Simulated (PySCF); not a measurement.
Ligand exchange on a metal centre used in film growth or etching (Hf Cl-NH2). All species are isolated molecules in the gas phase. One relaxed conformer stands for each flexible species; it need not be the lowest.

The numbers are results of TPSSh-D3(BJ)/def2-TZVP // PBE-D3(BJ)/def2-SVP run with PySCF, not measurements. 

```csv
species,HOMO–LUMO gap (eV),mean distance from the central atom to its bonded neighbours (Å),HOMO (eV),charge on the central atom (Mulliken) (e),coordination number
0 of 4 Cl replaced by NH2 ([Hf(Cl)4]),6.31,2.337,(withheld),1.27,4
1 of 4 Cl replaced by NH2,5.37,2.270,-7.55,1.30,(withheld)
2 of 4 Cl replaced by NH2 ([Hf(Cl)2(NH2)2]),5.60,2.200,-6.97,1.33,4
3 of 4 Cl replaced by NH2,6.07,(withheld),-6.51,(withheld),4
4 of 4 Cl replaced by NH2 ([Hf(NH2)4]),5.79,(withheld),-5.89,(withheld),4
```

Question: Fill in the missing entries.

Answer: 
- 0 of 4 Cl replaced by NH2 ([Hf(Cl)4]), HOMO (eV): -8.99
- 1 of 4 Cl replaced by NH2, coordination number: 4
- 3 of 4 Cl replaced by NH2, mean distance from the central atom to its bonded neighbours (Å): 2.130
- 3 of 4 Cl replaced by NH2, charge on the central atom (Mulliken) (e): 1.37
- 4 of 4 Cl replaced by NH2 ([Hf(NH2)4]), mean distance from the central atom to its bonded neighbours (Å): 2.059
- 4 of 4 Cl replaced by NH2 ([Hf(NH2)4]), charge on the central atom (Mulliken) (e): 1.42
